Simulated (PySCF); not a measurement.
Cartesian coordinates (Å):
SMILES: [BH][SiH3]
```xyz
6

B      1.3745     0.1874    -0.3598
Si    -0.5589    -0.0260     0.0158
H      2.4306     0.0309     0.1497
H     -0.9306    -0.5374     1.3574
H     -1.1934     1.2993    -0.1667
H     -1.1015    -0.9557    -1.0011
```
Charge 0, spin multiplicity 2.

**Question.** What highest occupied spin orbital, dipole moment and total energy does M06-2X/def2-TZVP (PySCF) give?

**Answer.** 
The highest occupied spin orbital comes out as -6.72 eV and the dipole moment is 0.45 D. The total energy comes out as -316.5996 Ha.
